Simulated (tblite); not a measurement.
Compound: C4H7N3SSi.
Geometry (GFN2-xTB, Å), atoms numbered from 1 in this order:
```
atom  x, y, z in Å
C1    -2.041   -1.543   -0.397
C2    -2.113   -0.220   -0.314
C3    -0.946    0.613   -0.174
N4     0.317    0.223   -0.109
C5     1.020    1.373    0.021
S6     2.721    1.264    0.140
Si7    2.595   -0.909   -0.016
N8     0.268    2.454    0.040
N9    -0.977    1.960   -0.084
H10   -2.920   -2.154   -0.500
H11   -1.087   -2.041   -0.366
H12   -3.059    0.304   -0.345
H13    1.893   -1.414    1.150
H14    2.070   -1.248   -1.327
H15    4.018   -1.238    0.063
H16   -1.767    2.586   -0.099
```

Calculated harmonic vibrations of the isolated species, GFN2-xTB (tblite), most abundant isotopes, no scaling. Against measured fundamentals such values can be off by several per cent, at times by over 20. Modes of hydrogen on silicon can be 10 to 20 % off. One conformer, not necessarily the lowest.

Harmonic wavenumbers (cm⁻¹): 64.4, 78.3, 114.4, 159.1, 168.8, 303.1, 322.0, 329.7, 451.3, 486.6, 496.5, 546.2, 560.7, 603.3, 604.9, 673.7, 704.8, 724.2, 731.6, 802.3, 820.3, 897.3, 987.3, 1005.3, 1006.4, 1091.0, 1125.9, 1183.6, 1276.3, 1318.2, 1368.1, 1378.0, 1446.6, 1523.2, 1663.1, 2262.2, 2340.0, 2352.4, 3064.9, 3113.9, 3149.4, 3449.6.

A = 1985, B = 913.9, C = 630.7 MHz; mass 157.013 u (most abundant isotopes); point group Cs, symmetry number 1.

**Question.** What is the zero-point energy?

**Answer.** ½Σν̃ = 23374 cm⁻¹ = 279.62 kJ/mol.

**Question.** Give the ideal-gas entropy at 400 K and 1 bar in the rigid-rotor, harmonic-oscillator model (classical rotation).

**Answer.** Translation 178.02, rotation 129.27, vibration 155.13: S = 462.4 J/(mol K).

**Question.** And Cp and H(400 K) − H(0)?

**Answer.** Cp = 198.34 J/(mol K), of which vibrations give 165.08 (their classical limit is 42 R = 349.2); H(400 K) − H(0) = 46.67 kJ/mol without the zero-point energy, 33.36 from vibrations.

**Question.** Blend soft modes into free rotors: weight 1/[1 + (100 cm⁻¹/ν̃)⁴] for the oscillator and the rest for a rotor with moment μB/(μ + B), μ = h/(8π²ν), B = 10⁻⁴⁴ kg m². What vibrational entropy results?

**Answer.** 145.49 J/(mol K) in place of 155.13, which changes −T·S at 400 K by +3.86 kJ/mol.

**Question.** What must be added to the electronic energy to get the Gibbs energy at 400 K and 1 bar?

**Answer.** ZPE + [H(400 K) − H(0)] − T·S = 279.62 + 46.67 − 184.97 = 141.32 kJ/mol.

**Question.** Which modes carry the vibrational entropy at 400 K?

**Answer.** 64.4 cm⁻¹: 20.49; 78.3 cm⁻¹: 18.88; 114.4 cm⁻¹: 15.76; 159.1 cm⁻¹: 13.07; 168.8 cm⁻¹: 12.59; 303.1 cm⁻¹: 8.00 J/(mol K); the other 36 give 66.35 together.

**Question.** How do the functions run with temperature in this model?

**Answer.** 
```
 T (K)  S (J/(mol K))  Cp (J/(mol K))  H − H(0) (kJ/mol)  G − H(0) (kJ/mol)  ln q(vib)
   150          324.4            94.5               9.35             -39.31       2.48
   250          383.3           140.0              21.08             -74.75       4.88
298.15          409.8           160.6              28.32             -93.85       6.08
   600          553.6           251.0              92.01            -240.17      13.56
   900          665.1           297.3             174.93            -423.63      20.41
```

q(vib) and H(0) count from the zero-point level.

Hindered rotation and anharmonicity are outside this model. Other conformers, if any are populated, would add a mixing term that is left out.
